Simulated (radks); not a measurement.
Values are calculated unless marked as measured or tabulated.
Task: K8+, configuration [Ne] 3s1. Code: a radial shooting solver on a logarithmic mesh with Libxc functionals. Model: Dirac Kohn-Sham, BLYP, spin-unpolarised, spherical densities, finite nucleus; Fermi nuclear charge, rms radius 3.4349 fm.

Spin-orbit splittings of the eigenvalues, e(l+1/2) - e(l-1/2), with zeta = 2 splitting/(2l+1) and mean radii in bohr:

shell  occ.  splitting (eV)  zeta (eV)  <r> j=l-1/2  <r> j=l+1/2
2p        6           2.983      1.989       0.3435       0.3458
3p        0               ?          ?        1.079        1.083

Estimate the 3p splitting.

Result: 0.5128 eV (zeta = 0.3419 eV).
